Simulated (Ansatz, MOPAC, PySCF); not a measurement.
Molecule: CHS (charge -1, singlet). SMILES: S=[CH-]
Coordinates optimised at B3LYP-D3(BJ)/def2-TZVP (Ansatz, a quantum-chemistry and plane-wave program):
```
C
H 1 1.1237
S 1 1.6824 2 106.05
```
Charge -1, spin multiplicity 1.

Unscaled harmonic wavenumbers (cm⁻¹) in rising order, each level at the stationary point that it reaches from this structure (no distance between atoms moves by over 0.3 Å); the order of modes can differ between levels, and a negative number is imaginary. B3LYP-D3(BJ)/def2-TZVP (PySCF, at the structure above): 911, 1139, 2655.

PM3 (MOPAC): 821, 986, 2944. Zero-point energy 6.8 against 6.7 kcal/mol; where all levels lie over 400 cm⁻¹, the wavenumbers are on average 0.958 times those of B3LYP-D3(BJ)/def2-TZVP.

PM6 (MOPAC): 611, 992, 2657. Zero-point energy 6.1 against 6.7 kcal/mol; where all levels lie over 400 cm⁻¹, the wavenumbers are on average 0.847 times those of B3LYP-D3(BJ)/def2-TZVP.

HF/3-21G (Ansatz): 807, 1282, 2839. Zero-point energy 7.0 against 6.7 kcal/mol; where all levels lie over 400 cm⁻¹, the wavenumbers are on average 1.027 times those of B3LYP-D3(BJ)/def2-TZVP.

B3LYP/6-31G* (Ansatz): 878, 1183, 2593. Zero-point energy 6.7 against 6.7 kcal/mol; where all levels lie over 400 cm⁻¹, the wavenumbers are on average 0.992 times those of B3LYP-D3(BJ)/def2-TZVP.
